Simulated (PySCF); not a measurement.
# Spin states of IrC

Unrestricted PBE0; PySCF, spin-free X2C with a Gaussian nucleus, basis sets Ir x2c-TZVPPall, C x2c-TZVPPall. Outer shells of the fragments: Ir 5d7 6s2; C 2s2 2p2.

Followed along the bond (rough minima from three points):

| 2Ms+1 | unpaired | ⟨S²⟩ at the start | R at minimum (Å) | Te (eV) |
| --- | --- | --- | --- | --- |
| 2 | σ ↑ | 0.80 | 1.62 | 0.00 |
| 2 | δ ↑ | 0.87 | 1.66 | 0.40 |
| 4 | σ ↑, π ↑, δ ↑ | 3.76 | 1.70 | 1.83 |
| 2 | σ ↑, π ↓, δ ↑ | 1.80 | 1.73 | 2.23 |
| 6 | σ ↑↑, π ↑↑, δ ↑ | 8.77 | 1.85 | 4.17 |

Solutions found at the starting distance of 1.895 Å, counted from the lowest of them; the search is not exhaustive and high or unbound solutions are not listed, so other states can lie among these:

```tsv
2Ms+1	unpaired	term	E (eV)	⟨S²⟩	⟨Lz²⟩	μ (D)
2	δ ↑	mixed	0.00	0.87	5.80	-1.73
2	σ ↑	mixed	0.05	0.80	1.81	-2.28
4	σ ↑, π ↑, δ ↑	mixed	0.96	3.76	6.76	-2.77
2	σ ↑, π ↓, δ ↑	mixed	1.18	1.80	6.82	-2.89
2	σ ↓, π ↑, δ ↑	mixed	1.69	1.77	6.87	-2.79
4	π ↑, δ ↑↑	mixed	1.89	3.77	2.90	-2.30
2	π ↓, δ ↑↑	mixed	2.00	1.80	2.85	-2.21
4	σ ↑↑, δ ↑	mixed	2.30	3.84	5.81	0.57
4	π ↑↑, δ ↑	mixed	2.40	3.77	7.76	-2.15
4	π ↑↑, δ ↑	mixed	2.42	3.77	7.81	-2.17
```

A term symbol is given only where ⟨S²⟩ and ⟨Lz²⟩ are close to those of a pure state; real π, δ and φ orbitals otherwise mix terms. A positive dipole means Ir(−)C(+).

**Question.** Compare the gap between the two lowest followed solutions at the starting distance with the gap between their minima.

**Answer.** At PBE0 the second solution (doublet, unpaired electrons δ ↑) lies -0.05 eV from the first (doublet, unpaired electrons σ ↑) at 1.895 Å and +0.40 eV at the minima; the two curves relax by different amounts, since their minima lie near 1.66 and 1.62 Å.

Spin–orbit coupling is left out. With d or f electrons several states lie close, and the lowest PBE0 determinant need not be the measured ground state.
